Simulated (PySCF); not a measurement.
Computed shifts of a molecule C2H7BFN, PBE0/pcSseg-1 run with PySCF, GIAO, gas phase, atoms alike by connectivity averaged where their shifts nearly agree, in ppm (number of nuclei): ¹⁹F: -122.1 (1). ¹³C: 12.0 (1), 11.9 (1). ¹H: 3.18 (1), 3.08 (1), 1.31 (3), 1.01 (1), 0.72 (1). ¹⁵N: 83.5 (1). References: ¹¹B against BF3 (σ = 88.8 ppm); ¹⁹F against CFCl3 (σ = 167.2 ppm); ¹³C against TMS (σ = 186.3 ppm); ¹H against TMS (σ = 31.56 ppm); ¹⁵N against NH3 (σ = 267.4 ppm), references at their B3LYP-D3(BJ)/def2-TZVP geometries, non-relativistic. Coordinates come from a ωB97X-D3(BJ)/def2-SVP optimisation. The values are those of a single conformer.

Problem. Pick the molecule that these values belong to.
A. CN(C)BF
B. CNB(C)F
C. CB(N)CF
D. CCB(N)F

Solution. D, CCB(N)F
